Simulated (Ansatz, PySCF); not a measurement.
C4H9FSi, SMILES C(=C\CC)(/[SiH3])F. Atoms are numbered in the order given.

```xyz
15

C     -2.8625    -0.8276     0.5677
C     -1.9779    -0.0850    -0.4292
C     -0.5450    -0.5036    -0.3549
C      0.4856     0.3022    -0.0763
F      0.2618     1.6171     0.1474
Si     2.2942    -0.1973     0.0435
H     -2.8180    -1.9172     0.4114
H     -3.9141    -0.5191     0.4689
H     -2.5461    -0.6275     1.6027
H     -2.3476    -0.2739    -1.4531
H     -2.0461     1.0010    -0.2677
H     -0.3094    -1.5601    -0.5234
H      2.3861    -1.6628    -0.2212
H      3.1050     0.5555    -0.9591
H      2.8234     0.1109     1.4052
```
Charge 0, spin multiplicity 1.

Geometry optimised at PBE0-D3(BJ)/def2-SVP. The structure was generated by enumeration; whether it is a known compound was not checked. Other conformers were not sampled.

Two levels are set side by side: PBE-D3(BJ)/def2-SVP (Ansatz, a program for electronic structure) and PBE0-D3(BJ)/def2-SVP (Ansatz). Each level has its own optimised geometry; the coordinates shown are those of the second. Frequencies come from the Hessian of PySCF at each geometry. Differences are taken from unrounded values.

| quantity | PBE0-D3(BJ) | PBE-D3(BJ) | PBE-D3(BJ) minus PBE0-D3(BJ) |
|---|---|---|---|
| mean bond length (Å) | 1.334 | 1.343 | 0.010 |
| bond C1–C2 (Å) | 1.526 | 1.536 | 0.010 |
| bond C2–C3 (Å) | 1.495 | 1.502 | 0.007 |
| bond C3–C4 (Å) | 1.338 | 1.350 | 0.012 |
| bond C4–F5 (Å) | 1.352 | 1.368 | 0.016 |
| bond C4–Si6 (Å) | 1.880 | 1.888 | 0.008 |
| bond C1–H7 (Å) | 1.102 | 1.110 | 0.008 |
| bond C1–H8 (Å) | 1.100 | 1.109 | 0.008 |
| bond C1–H9 (Å) | 1.101 | 1.109 | 0.008 |
| bond C2–H10 (Å) | 1.105 | 1.114 | 0.009 |
| bond C2–H11 (Å) | 1.100 | 1.108 | 0.008 |
| bond C3–H12 (Å) | 1.095 | 1.104 | 0.008 |
| bond Si6–H13 (Å) | 1.492 | 1.503 | 0.010 |
| bond Si6–H14 (Å) | 1.493 | 1.504 | 0.011 |
| bond Si6–H15 (Å) | 1.493 | 1.504 | 0.011 |
| highest harmonic wavenumber (cm⁻¹) | 3191 | 3098 | -93 |
| mean harmonic wavenumber (cm⁻¹) | 1312 | 1268 | -44 |
| zero-point energy (kcal/mol) | 73.13 | 70.69 | -2.44 |

GGA bonds tend to be longer and softer than those of functionals with exact exchange. Differences between two approximate levels are no errors against the true value.
